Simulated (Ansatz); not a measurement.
`[H]/C=C/c1ccc(/C=C/c2ccccc2)cc1` with charge -1. Total charge -1; doublet. Geometry PBE-D4/def2-SVP, that of the neutral singlet; atoms count from 1.

```xyz
30

H    -6.558   -2.904   -1.342
C    -5.484   -2.670   -1.399
C    -4.918   -1.800   -0.532
C    -3.513   -1.381   -0.476
C    -3.107   -0.444    0.507
C    -1.786   -0.009    0.605
C    -0.791   -0.491   -0.282
C     0.607   -0.072   -0.236
C     1.161    0.839    0.611
C     2.560    1.264    0.656
C     2.944    2.261    1.587
C     4.267    2.711    1.668
C     5.247    2.173    0.820
C     4.887    1.179   -0.108
C     3.565    0.731   -0.191
C    -1.199   -1.431   -1.264
C    -2.520   -1.865   -1.361
H    -4.910   -3.176   -2.192
H    -5.566   -1.336    0.234
H    -3.860   -0.053    1.210
H    -1.519    0.718    1.386
H     1.255   -0.559   -0.985
H     0.510    1.333    1.352
H     2.178    2.687    2.254
H     4.536    3.488    2.400
H     6.288    2.523    0.881
H     5.649    0.750   -0.776
H     3.308   -0.049   -0.922
H    -0.446   -1.823   -1.966
H    -2.788   -2.595   -2.139
```

Single mean-field runs in def2-TZVP are fitted with def2-universal-jkfit. The highest occupied level of the charge -1 doublet lies above zero (up to 0.49 eV). By energy differences its removal costs 0.78 eV (vertical, to the charge 0 singlet, at PBE0-D4/def2-TZVP); self-interaction error and the lack of diffuse functions both raise the level.

Problem. Estimate the Mulliken populations of the heavy atoms from the PBE0/def2-TZVP orbitals of Ansatz.

Solution. 
```csv
atom,charge (e),spin (α − β)
C2,-0.33,0.25
C3,-0.21,-0.08
C4,0.25,0.17
C5,-0.19,-0.06
C6,-0.26,0.13
C7,0.28,0.07
C8,-0.24,0.08
C9,-0.24,0.19
C10,0.28,0.00
C11,-0.23,0.08
C12,-0.12,-0.04
C13,-0.17,0.16
C14,-0.11,-0.06
C15,-0.25,0.13
C16,-0.20,0.02
C17,-0.25,0.03
```
Mulliken values and Mayer orders depend strongly on the basis.

Problem. Where does the spin sit?

Solution. Summed by element: H -0.08, C 1.08, of 1 unpaired in all. Largest on single atoms: C2 0.25, C9 0.19, C4 0.17.

Problem. And the Mayer bond orders between bonded heavy atoms (over 0.3)?

Solution. C2–C3 1.77 (1.35 Å); C3–C4 1.12 (1.47 Å); C4–C5 1.24 (1.42 Å); C4–C17 1.22 (1.42 Å); C5–C6 1.53 (1.39 Å); C6–C7 1.23 (1.42 Å); C7–C8 1.19 (1.46 Å); C7–C16 1.22 (1.42 Å); C8–C9 1.55 (1.36 Å); C9–C10 1.14 (1.46 Å); C10–C11 1.28 (1.42 Å); C10–C15 1.28 (1.42 Å); C11–C12 1.49 (1.40 Å); C12–C13 1.36 (1.40 Å); C13–C14 1.37 (1.41 Å); C14–C15 1.49 (1.40 Å); C16–C17 1.54 (1.39 Å).
